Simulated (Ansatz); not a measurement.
Ideal-gas functions of CH₃ClFInO, SMILES `C[O][In]([F])[Cl]` at 600 K and 1 bar, from an Ansatz frequency run at PBE0-D4/def2-TZVP.

Molar mass 200.3 g/mol, point group C1 (symmetry number 1), electronic degeneracy 1, moments of inertia 114.217, 344.05, 454.957 u Å². Harmonic wavenumbers (cm⁻¹, unscaled): 34, 69, 74, 112, 138, 235, 383, 564, 597, 1096, 1170, 1191, 1476, 1488, 1498, 3011, 3076, 3094.

Use S(trans) = R[1.5 ln M + 2.5 ln T − 1.1517]; rotational temperatures θ = 24.2544 K / I; S(rot) = R[ln(√π/σ · √(T³/θAθBθC)) + 1.5]; for each mode x = 1.438777 ν̃/T, S = R[x/(eˣ − 1) − ln(1 − e⁻ˣ)] and H = RT x/(eˣ − 1); 1 cm⁻¹ = 0.0119627 kJ/mol; R = 8.31446 J/(mol·K).

**Question.** By hand: the entropy, in J/(mol·K).

**Answer.** Translation 189.5. Rotation: θ = 0.2124, 0.0705, 0.0533 K, giving 126.7. Vibration, mode by mode: 29.16, 23.28, 22.70, 19.27, 17.55, 13.19, 9.31, 6.41, 6.01, 2.32, 2.02, 1.94, 1.12, 1.10, 1.08, 0.05, 0.04, 0.04, in all 156.6. Electronic 0.0. Sum 472.8 J/(mol·K).

**Question.** By hand: H − E and G − E in kJ/mol, counted from the electronic energy.

**Answer.** Zero-point energy ½ × 19306 × 0.0119627 = 115.5; thermal vibration 38.3; translation, rotation and pV give 4 RT = 20.0. H − E = 173.8 kJ/mol, and G − E = 173.8 − 600 × 472.8/1000 = -109.9 kJ/mol.

Vibration gives 33 % of the entropy, 112.0 J/(mol·K) of it from the modes under 150 cm⁻¹: soft modes count most, and the harmonic formula is weakest for them. The sum counts one conformer and one mirror image; others add a mixing term.
